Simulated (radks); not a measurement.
Species: Ru V. Configuration: [Kr] 4d3.5 5s0.5 (fractional occupations, a model configuration). All-electron calculation, Dirac Kohn-Sham, exchange-only LDA, spin-unpolarised, spherical densities, finite nucleus; open shells are shared between the two j in proportion to 2j + 1; Fermi nuclear charge, rms radius 4.4809 fm. Program: a radial shooting solver on a logarithmic mesh with Libxc functionals.

Normalised radial functions P(r) = r R(r) (large component), r in bohr:

```
   r/bohr * 4p1/2, o 4p3/2, + 4d5/2 (the largest magnitude, 1.1, reaches the edge; | marks zero, & curves that meet)
 0.002673                             &
 0.003536                             &
 0.004717                             &
 0.006241                             &
 0.008258                             +&
  0.01101                             +&
  0.01457                             + &
  0.01928                             + o*
  0.02572                             +   &
  0.03403                             +    o*
  0.04502                             |+     o*
  0.06005                             | +      &
  0.07945                             |  +     &
   0.1051                             |    + &
   0.1402                             |*o     +
   0.1855                      *o     |         +
   0.2455                &            |           +
   0.3274               &             |         +
   0.4332                       o*    |  +
   0.5731                       +     |        o*
   0.7644             +               |                     o *
    1.011       +                     |                          &
    1.338       +                     |                   *o
    1.785             +               |         *o
    2.362                    +        |  *o
    3.125                          +  |&
    4.168                            +&
    5.514                             &
    7.296                             &
```

4p1/2: eigenvalue -99.616 eV, 2 radial nodes at r = 0.148, 0.479 bohr, <r> = 1.07 bohr, 90 % of the charge inside 1.58 bohr. 4p3/2: eigenvalue -95.945 eV, 2 radial nodes at r = 0.153, 0.492 bohr, <r> = 1.10 bohr, 90 % of the charge inside 1.62 bohr. 4d5/2: eigenvalue -52.268 eV, 1 radial node at r = 0.482 bohr, <r> = 1.37 bohr, 90 % of the charge inside 2.08 bohr.
